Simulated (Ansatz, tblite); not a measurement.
Cost and result up the ladder for the cluster Cu₂O (3 atoms). Total charge 0; singlet. Geometry: r2SCAN-D4/def2-TZVP.

```xyz
3

Cu    0.941   -0.669   -0.589
Cu   -1.126    0.600   -0.227
O     0.185    0.069    0.817
```

Ansatz on 2 threads of Arm Neoverse V1 on a shared host; xTB runs through tblite on one thread. Times are rough, summed over both states, and most runs start from the orbitals of an earlier one. ωB97X-V/def2-TZVP serves as the yardstick here, not as an exact answer. The other state is a doublet.

The xTB rows come from tblite. LC-ωPBE has ω = 0.4 bohr⁻¹. The structure comes from a short search, and lower isomers may exist.

Run but left out: HF/def2-TZVP, HF/def2-TZVPP, MP2/def2-TZVPP, CCSD/def2-TZVPP, CCSD(T)/def2-TZVPP (singlet: restricted singlet, unstable towards broken spin symmetry); BHLYP-D4/def2-TZVP (singlet: restricted singlet, unstable in another Hartree–Fock run and untested here).

Raw xTB energies of ions are shifted by several eV.

```json
{"level": "GFN1-xTB", "functions": "22", "wall time": "0.004 s"}
{"level": "GFN2-xTB", "functions": "22", "wall time": "0.005 s"}
{"level": "PBE-D4/def2-TZVP (with forces)", "functions": "121", "wall time": "6.3 s"}
{"level": "BLYP-D4/def2-TZVP", "functions": "121", "wall time": "6.6 s"}
{"level": "LC-ωPBE/def2-TZVP", "functions": "121", "wall time": "12 s"}
{"level": "r2SCAN-D4/def2-TZVP", "functions": "121", "wall time": "14 s"}
{"level": "PBE0-D4/def2-TZVP (with forces)", "functions": "121", "wall time": "14 s"}
{"level": "ωB97X-V/def2-TZVP", "functions": "121", "wall time": "26 s"}
```

Question: Estimate what each level gives for the vertical IE (eV).

Answer: 
```csv
level,vertical IE (eV),difference from ωB97X-V/def2-TZVP (eV)
GFN1-xTB,13.37,5.69
GFN2-xTB,13.11,5.44
PBE-D4/def2-TZVP (with forces),8.01,0.33
BLYP-D4/def2-TZVP,8.00,0.33
LC-ωPBE/def2-TZVP,7.73,0.06
r2SCAN-D4/def2-TZVP,7.85,0.17
PBE0-D4/def2-TZVP (with forces),7.76,0.09
ωB97X-V/def2-TZVP,7.67,0.00
```
